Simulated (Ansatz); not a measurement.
Consider the hydrogenolysis of the In–Br bond: `[F][In]([F])[Br]` + H₂ → `[F][InH][F]` + HBr.

Isolated molecules relaxed with PBE0-D4/def2-TZVP in Ansatz; ΔE leaves out vibrations. CCSD(T)/CBS is the MP2 limit (def2-TZVPP, def2-QZVPP) plus CCSD(T) − MP2 in def2-TZVPP, frozen cores. This one scheme is used for every species. DFT in def2-TZVPP. HSE06 is defined as in plane-wave codes. Elements past krypton have def2 core potentials. For Br, In outer-core shells are correlated without core-valence functions, which leaves a few kJ/mol of doubt a bond. Scalar relativity is left out up to krypton.

Task: Is it downhill or uphill in electronic energy at CCSD(T)/CBS, and by how much? (Best estimate.)

Result: The calculation gave: Uphill: ΔE = +91.6 kJ/mol.

Task: What do these levels give: LDA (SPW92), PBE, r2SCANh, HSE06, RPA@PBE/def2-TZVPP, MP2/def2-QZVPP? (Estimate.)

Result: The calculation gave: LDA (SPW92) 69.0, PBE 81.2, r2SCANh 88.3, HSE06 83.1, RPA@PBE/def2-TZVPP 79.4, MP2/def2-QZVPP 97.1 kJ/mol.

Largest T1 diagnostic among the species: 0.017.

Leaving LDA and LC-ωPBE aside and taking each functional with its dispersion term where it has one, the values, not all of them listed here, spread over 10.9 kJ/mol, from CAM-B3LYP-D4 to BHLYP-D4. LDA lies −12.2 kJ/mol from PBE without D4. The D4 term adds +5.3 kJ/mol with B3LYP and +2.9 kJ/mol with PBE0; it sums over pairs of atoms, weighted by their polarisabilities, and B3LYP, whose exchange is more repulsive, gets the larger term.

B3LYP here is the variant with VWN-RPA as its local correlation; programs differ in this.
